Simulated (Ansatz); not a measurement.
Basis-set extrapolation for H5NOSi2 (PBE0-D4/def2-TZVP geometry, frozen core, Ansatz). Multiplicity 1, RHF reference.

```
                      def2-TZVPP   def2-QZVPP
                 HF  -710.299953  -710.325720
    MP2 correlation    -0.678652    -0.731733
CCSD(T) correlation    -0.737991      not run
```

Energies in hartree. Use E(X) = E(∞) + A·exp(−7.88·√X) for Hartree–Fock and E(X) = E(∞) + B·X^(−2.97) for correlation, with X = 3 and 4, and add CCSD(T) minus MP2 of the smaller set to the MP2 limit.

Task: What is the CCSD(T) energy at the basis-set limit?

Result: HF limit: -710.325720 + (-0.025767) × 0.13774 = -710.32927. MP2 limit: -0.731733 + (-0.053081) × 0.74074 = -0.77105. Higher-order term: -0.737991 − (-0.678652) = -0.05934. Total: -711.15966 hartree, 3.31 eV below CCSD(T)/def2-TZVPP.
